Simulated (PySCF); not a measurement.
**C₆ coefficients of unlike pairs at PBE0**

Calculated with PySCF 2.14 from the dipole response of each species, C₆(A,B) = (3/π) ∫ α_A(iu) α_B(iu) du, in atomic units, from isotropic polarisabilities. For ions this is the dispersion term alone; charge-induced terms of lower order in 1/R come first.

```
species           configuration                                        basis      relativity  α (bohr³)  C₆ (like pair)
     W⁺  [Xe] 4f14 5d4 6s1 (6D)  aug-cc-pVQZ-PP with ECP60MDF (7s7p6d4f3g2h)  core potential      36.38           311.9
     Ti       [Ar] 3d2 4s2 (3F)                    aug-cc-pVDZ-DK (7s6p4d2f)   spin-free X2C      109.1            1275
   Ca²⁺               [Ar] (1S)                      dyall-av3z (25s18p5d4f)   spin-free X2C      3.231           10.77
      B       [He] 2s2 2p1 (2P)                         aug-cc-pVDZ (4s3p2d)            none      21.81           106.6
```

Estimate C₆ for Ca²⁺ with Ti.

The integral gives 74.39. The combination rule 2 C_A C_B / (C_A α_B/α_A + C_B α_A/α_B) gives 68.41 and the geometric mean 117.2.

No spin-orbit coupling is included.

The other pairs:

| pair | C₆ |
| --- | --- |
| B, Ca²⁺ | 26.63 |
| Ca²⁺, W⁺ | 49.38 |
| Ti, W⁺ | 585.2 |
| B, W⁺ | 180.9 |
| B, Ti | 348.4 |
